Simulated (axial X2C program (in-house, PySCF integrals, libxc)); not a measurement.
**Nuclear properties of STiS**

Computed with an axial X2C code built on PySCF integrals: two-component X2C with atomic mean-field Coulomb and Gaunt terms, Gaussian nuclei, basis S dyall-av3z, Ti dyall-v3z with contracted cores.

S–Ti–S held linear, with bonds 2.122 and 2.122 Å (near the PBE0 minimum at charge 0 of the determinant lowest at the starting distance; the state shown can have its own minimum elsewhere, held linear; other orders of the atoms were not compared).

Input and command:
```json
{"zs": [16, 22, 16], "q": 0, "bas": ["dyall-av3z", "dyall-v3z", "dyall-av3z"], "r0": [2.11, 2.11], "symm": 1, "scan": ["PBE0", "HF", "TPSSh"], "levels": ["PBE0", "HF", "LDA"], "nst": 2}
```
```bash
python solin.py task.json out
```

Keys: zs atomic numbers; q charge; bas basis sets; r0 starting distance in Å; symm equal bonds; scan levels of the two-bond scan; levels methods; nst determinants followed.

Determinant lowest in the PBE0 search, Ω = 0 (closed shell), highest spinor 82% S p, 13% Ti p, 3% Ti f:

| level | qzz S (a.u.) | qzz Ti (a.u.) |
| --- | --- | --- |
| PBE0 | -1.51 | -3.80 |
| HF | -1.68 | -3.48 |
| LDA | -1.50 | -4.06 |

qzz is the electric field gradient, eQq0 = 234.96 MHz × Q/barn × qzz. The operators were transformed with the bare-nucleus X2C matrices; with these basis sets, hyperfine constants and field gradients can be off by tens of per cent, and where levels differ in sign neither size nor sign is settled.

Problem. With Q(33S) = -0.0694 barn, Q(47Ti) = 0.302 barn (Q from Pyykkö, Mol. Phys. 2018), turn the PBE0 values of the first state into constants in MHz.

Solution. eQq0(33S) = 234.96 × (-0.0694) × (-1.51) = 24.6 MHz; eQq0(47Ti) = 234.96 × (0.302) × (-3.80) = -270 MHz.

The molecule was held linear; bending was not examined, so a bent shape may lie lower.

Each state is one determinant with collinear spin. At HF a later determinant lies lower. The search compared states at one distance, so a state with another bond length can lie lower. Further determinants of the search, some of them spin-mixed, are not shown.
